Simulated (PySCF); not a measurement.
C5H8NOS (charge +1).
Geometry (GFN2-xTB, Å), atoms numbered from 1 in this order:
```xyz
16
C5H8NOS angstrom
C     -2.6090    0.4882    0.6389
N     -1.3201   -0.0175    0.2366
C     -1.1359   -1.0891   -0.5143
S      0.4912   -1.4364   -0.8142
C      0.9413   -0.0594    0.1252
C      2.4039    0.1867    0.2433
O      2.9955   -0.8520   -0.4918
C     -0.1537    0.5801    0.6087
H     -2.6926    0.4746    1.7264
H     -3.4011   -0.1238    0.2145
H     -2.7304    1.5164    0.2966
H     -1.9504   -1.6784   -0.8930
H      2.7081    0.1680    1.3005
H      2.6571    1.1758   -0.1664
H      3.9565   -0.7866   -0.4769
H     -0.1679    1.4624    1.2218
```

Computed with TDDFT PBE0/def2-SVPD, vertical, gas phase, core orbitals frozen in the response (PySCF 2.14.0, density-fitted response routines).

A / s⁻¹ = 0.6670 f (ν̃ / cm⁻¹)² and τ = 1/A in vacuum; |μ| follows from f = (2/3) ΔE |μ|² (atomic units, 1 au = 2.5417 D); ∫σ dE = 109.76 f Mb·eV.

The rates are for emission to S0 at the absorption energy, with no other channel.

Energies and rates of the computed singlets with f of 0.002 or more:

| state | E (eV) | A (s⁻¹) |
| --- | --- | --- |
| S1 | 5.09 | 1.12×10⁸ |
| S2 | 5.86 | 1.80×10⁷ |
| S3 | 6.24 | 2.00×10⁷ |
| S5 | 6.66 | 1.97×10⁸ |

Problem. Go back from the rates to the oscillator strengths and transition dipoles.

Solution. f = A / (0.6670 ν̃²), and |μ| follows from f:

```json
{"state": "S1", "f": "0.099", "|μ| (D)": "2.27", "τ": "8.9 ns", "main configurations (H = HOMO, L = LUMO)": "H→L (96%)"}
{"state": "S2", "f": "0.012", "|μ| (D)": "0.74", "τ": "55 ns", "main configurations (H = HOMO, L = LUMO)": "H-1→L (95%)"}
{"state": "S3", "f": "0.012", "|μ| (D)": "0.71", "τ": "50 ns", "main configurations (H = HOMO, L = LUMO)": "H-2→L (51%), H→L+1 (47%)"}
{"state": "S5", "f": "0.102", "|μ| (D)": "2.01", "τ": "5.1 ns", "main configurations (H = HOMO, L = LUMO)": "H→L+1 (39%), H-2→L (33%), H-1→L+1 (25%)"}
```

Problem. Suppose S1 emitted 0.3 eV lower with the same transition dipole. How would A change?

Solution. At fixed |μ|, A goes as the cube of the energy: (4.79/5.09)³ = 0.83, which makes τ about 11 ns.

Problem. How much energy does a mole of photons resonant with S5 carry?

Solution. 6.664 eV × 96.485 = 643 kJ/mol (154 kcal/mol).

Problem. What is the integrated cross-section of all computed states together?

Solution. Σf = 0.226 over S1 to S6, so 109.76 × Σf ≈ 24.8 Mb·eV.

The run took 71 s on an Arm Neoverse N1 with one thread, shared host with 64 logical CPUs at a one-minute load of 47, and the process peaked at 0.96 GiB of memory.

One conformer stands for the species.
